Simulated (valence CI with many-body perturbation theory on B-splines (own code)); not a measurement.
Energy levels of K⁶⁺

Method: valence CI with perturbative core correlation (CI+MBPT): three valence electrons over a frozen Dirac-Fock core [Ne], radial functions for each j: 11 s, 11 p, 10 d, 8 f, 5 g, 2 h, with the one-electron correlation potential Σ1, the two-electron term Σ2, the three-electron term Σ3, Breit, model QED; selected CI, second order for the rest, scaled by the run's own slope (own B-spline code, finite nucleus).

Set against measurement, 69 paired levels are off by 138 cm⁻¹ on average, the worst by 367. These come from a selection out of Sansonetti, J. Phys. Chem. Ref. Data 37, 7 (2008). Levels without a partner in it may be off by more.

Levels 181 to 196 of 196, with energies above the lowest level, 3s²3p ²P°_1/2. "Leading %" is the weight of the configuration and term that name the level; weights of strongly mixed levels are sums over their largest components and can fall short. Lifetimes count E1, E2, E3, M1 and M2 decay at the calculated energies, and are blank where another channel may lead or the interval is too uncertain; long ones can be off by a factor of two.

| No. | Configuration | Term | J | E (cm⁻¹) | Leading % | g | Lifetime |
| --- | --- | --- | --- | --- | --- | --- | --- |
| 181 | 3p3d² | ⁴F° | 3/2 | 751870 | 99 | 0.402 | 37.7 ps |
| 182 | 3p3d² | ⁴F° | 5/2 | 752080 | 98 | 1.031 | 37.9 ps |
| 183 | 3p3d² | ⁴F° | 7/2 | 752410 | 97 | 1.236 | 38.4 ps |
| 184 | 3p3d² | ⁴F° | 9/2 | 752820 | 96 | 1.325 | 39.0 ps |
| 185 | 3p3d² | ⁴P° | 1/2 | 755900 | 95 | 2.642 | 58.1 ps |
| 186 | 3p3d² | ⁴P° | 3/2 | 756130 | 98 | 1.733 | 59.1 ps |
| 187 | 3p3d² | ²H° | 9/2 | 756560 | 92 | 0.916 | 177 ps |
| 188 | 3p²4s | ²P | 1/2 | 757130 | 87 | 0.676 | 23.4 ps |
| 189 | 3p3d² | ⁴P° | 5/2 | 757130 | 98 | 1.600 | 58.9 ps |
| 190 | 3s²6s | ²S | 1/2 | 757330 | 96 | 2.002 | 82.1 ps |
| 191 | 3p3d² | ²H° | 11/2 | 758640 | 96 | 1.091 | 186 ps |
| 192 | 3p²4s | ²P | 3/2 | 759530 | 86 | 1.331 | 23.3 ps |
| 193 | 3s3p4d | ²F° | 5/2 | 759990 | 84 | 0.857 | 50.0 ps |
| 194 | 3s3p4d | ²F° | 7/2 | 760100 | 84 | 1.143 | 51.4 ps |
| 195 | 3s3p4d | ²D° | 3/2 | 761200 | 93 | 0.799 | 39.9 ps |
| 196 | 3s3p4d | ²D° | 5/2 | 761280 | 93 | 1.200 | 39.8 ps |
